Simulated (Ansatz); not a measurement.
`[CH3][AlH][SiH2]C` + H₂O → `[CH3][AlH][OH]` + `C[SiH3]` at 700 K and 1 bar (formal hydrolysis of the Al–Si bond).

Calculated with Ansatz (gas phase, PBE0-D4/def2-TZVP geometries, no zero-point term in ΔE). CBS: MP2 limit from def2 TZ/QZ plus the TZ coupled-cluster correction, frozen cores. This one scheme is used for every species. Each species was taken in one conformer, which may not be the lowest.

```json
{"species": "`[CH3][AlH][SiH2]C`", "CCSD(T)/CBS energy (Eh)": "-612.61439", "H − E (kJ/mol)": "345.1", "S (J/(mol·K))": "537.0"}
{"species": "H₂O", "CCSD(T)/CBS energy (Eh)": "-76.37941", "H − E (kJ/mol)": "80.5", "S (J/(mol·K))": "218.4"}
{"species": "`[CH3][AlH][OH]`", "CCSD(T)/CBS energy (Eh)": "-358.31021", "H − E (kJ/mol)": "207.1", "S (J/(mol·K))": "395.2"}
{"species": "`C[SiH3]`", "CCSD(T)/CBS energy (Eh)": "-330.73916", "H − E (kJ/mol)": "210.8", "S (J/(mol·K))": "332.0"}
```

H − E and S are ideal-gas, rigid-rotor, harmonic terms from PBE0-D4/def2-TZVP, for one conformer and one mirror image of each species. 1 Eh = 2625.50 kJ/mol, R = 8.31446 J/(mol·K).

Question: By hand: ΔE, ΔH, ΔS and ΔG.

Answer: ΔE = (-358.31021) + (-330.73916) − (-612.61439) − (-76.37941) = -0.05557 Eh = -145.9 kJ/mol. Δ(H − E) = 207.1 + 210.8 − 345.1 − 80.5 = -7.7, so ΔH = -153.6 kJ/mol. ΔS = 395.2 + 332.0 − 537.0 − 218.4 = -28.2 J/(mol·K). ΔG = -153.6 − 700 × (-28.2)/1000 = -133.9 kJ/mol.

Question: By hand: the equilibrium constant, and the temperature at which ΔG would vanish if ΔH and ΔS stayed fixed.

Answer: log₁₀ K = −ΔG/(RT ln 10) = 10.0. ΔG = 0 at ΔH/ΔS = 5447 K, far beyond where these terms or the molecules hold.

ΔH outweighs TΔS. A doubt of 5 kJ/mol in ΔE shifts log₁₀ K by 0.4 here. Other conformers and mirror images would add mixing entropy, several J/(mol·K) or more a flexible species. Modes under 60 cm⁻¹, often nearly free rotors, make the harmonic entropy too high. These are equilibria of isolated gas molecules and say nothing of rates. Largest T1 diagnostic: 0.011 (customary marks: 0.02 for closed shells, 0.045 for open ones).
